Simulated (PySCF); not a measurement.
K₂ at PBE0

Level: PBE0. basis K pcseg-2; no relativity; PySCF 2.14.

```json
{
 "state": "³Πu (triplet), unpaired electrons σ ↑, π ↑, a second solution, started from another occupation",
 "bond length": "3.833 Å",
 "harmonic wavenumber": "95.6 cm⁻¹",
 "force constant": "0.105 mdyn/Å",
 "rotational constant Be": "0.05889 cm⁻¹",
 "anharmonicity ωexe": "0.190 cm⁻¹",
 "vibration–rotation constant αe": "0.000146 cm⁻¹",
 "energy of the minimum from ground-state K + K": "0.71 eV",
 "bond order (Mayer)": "1.01"
}
```
